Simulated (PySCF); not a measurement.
Method: PBE-D3(BJ)/def2-TZVP // B3LYP-D3(BJ)/def2-TZVP run with PySCF. Isolated molecules, 0 K electronic values unless said otherwise. Excitations are Tamm–Dancoff values on a coarser integration grid. The basis has no diffuse functions, so Rydberg states are missing or too high.

Reference species (SMILES): `[SiH2]1C=B1` (neutral, multiplicity 1).

```
Quantity           Result
---------------  --------
S1–T1 gap (TDA)   0.37 eV
HOMO             -6.13 eV
```

Changed species: `B1C=[SiH]1`.

### Question
Predict the effect on the S1–T1 gap (TDA) and HOMO.

### Answer
the S1–T1 gap (TDA) goes up by 0.23 eV, to 0.60 eV; the HOMO goes up by 0.11 eV, to -6.02 eV.
